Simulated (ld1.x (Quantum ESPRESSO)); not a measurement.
# Reading a pseudo-wave (samarium)

Columns: radius, all-electron u(r) and pseudo u(r) of the 4f shell (level -2.80 eV) of samarium in the configuration [Kr] 4d10 4f6 5s2 5p6 5d0 6s1.75 6p0.25; PBE, scalar-relativistic, TM scheme, ld1.x (Quantum ESPRESSO) 7.5.

```json
{"r (bohr)": "0.160", "all-electron": "0.1988", "pseudo": "0.0160"}
{"r (bohr)": "0.320", "all-electron": "0.6726", "pseudo": "0.1960"}
{"r (bohr)": "0.480", "all-electron": "0.9485", "pseudo": "0.6266"}
{"r (bohr)": "0.640", "all-electron": "1.0028", "pseudo": "1.0384"}
{"r (bohr)": "0.800", "all-electron": "0.9427", "pseudo": "1.1500"}
{"r (bohr)": "0.960", "all-electron": "0.8432", "pseudo": "1.0114"}
{"r (bohr)": "1.120", "all-electron": "0.7386", "pseudo": "0.8138"}
{"r (bohr)": "1.280", "all-electron": "0.6415", "pseudo": "0.6599"}
{"r (bohr)": "1.440", "all-electron": "0.5554", "pseudo": "0.5569"}
{"r (bohr)": "1.600", "all-electron": "0.4805", "pseudo": "0.4805"}
{"r (bohr)": "1.760", "all-electron": "0.4161", "pseudo": "0.4161"}
{"r (bohr)": "1.920", "all-electron": "0.3610", "pseudo": "0.3610"}
{"r (bohr)": "2.080", "all-electron": "0.3141", "pseudo": "0.3141"}
{"r (bohr)": "2.240", "all-electron": "0.2741", "pseudo": "0.2741"}
{"r (bohr)": "2.400", "all-electron": "0.2400", "pseudo": "0.2400"}
{"r (bohr)": "2.560", "all-electron": "0.2110", "pseudo": "0.2110"}
{"r (bohr)": "2.720", "all-electron": "0.1861", "pseudo": "0.1861"}
{"r (bohr)": "2.880", "all-electron": "0.1648", "pseudo": "0.1648"}
{"r (bohr)": "3.040", "all-electron": "0.1465", "pseudo": "0.1465"}
{"r (bohr)": "3.200", "all-electron": "0.1307", "pseudo": "0.1307"}
{"r (bohr)": "3.360", "all-electron": "0.1170", "pseudo": "0.1170"}
{"r (bohr)": "3.520", "all-electron": "0.1051", "pseudo": "0.1051"}
{"r (bohr)": "3.680", "all-electron": "0.0947", "pseudo": "0.0947"}
{"r (bohr)": "3.840", "all-electron": "0.0855", "pseudo": "0.0855"}
{"r (bohr)": "4.000", "all-electron": "0.0774", "pseudo": "0.0774"}
{"r (bohr)": "4.160", "all-electron": "0.0702", "pseudo": "0.0702"}
```

Q: How many radial nodes do the two functions have?

A: The all-electron 4f function has n − l − 1 = 0; the pseudo-wave has 0.

Q: At about which radius was the pseudo-wave matched?

A: 1.65 bohr, where the columns begin to agree (steps of 0.16 bohr).

Q: Where does each function peak?

A: Outermost all-electron maximum near 0.64 bohr, pseudo maximum near 0.80 bohr (to the table’s step).

Q: Is the pseudo-wave norm-conserving?

A: Yes: the TM scheme keeps the norm inside the radius equal to the all-electron one, which fixes the energy derivative of the logarithmic derivative at the level.
